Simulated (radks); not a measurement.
Task: Calculated with a radial shooting solver on a logarithmic mesh with Libxc functionals: non-relativistic Kohn-Sham, LDA (Slater exchange, Perdew-Wang correlation), spin-polarised, spherical densities, point nucleus; open shells are filled with parallel spins first (spin-orbit coupling, left out, can overturn this in heavy ions). Response by self-consistent Sternheimer equations with the Hartree and adiabatic LDA kernel. For heavy and open-shell atoms this level of theory can miss by tens of per cent. Rank Pd+, Ru, In, Si, Ge2+, B, Li, Nb (NIST ground configurations) by static dipole polarisability, largest first.

Result: Li 143.7, Nb 92.79, In 73.98, Ru 63.45, Si 41.85, B 23.96, Pd+ 11.61, Ge2+ 10.44 bohr^3.
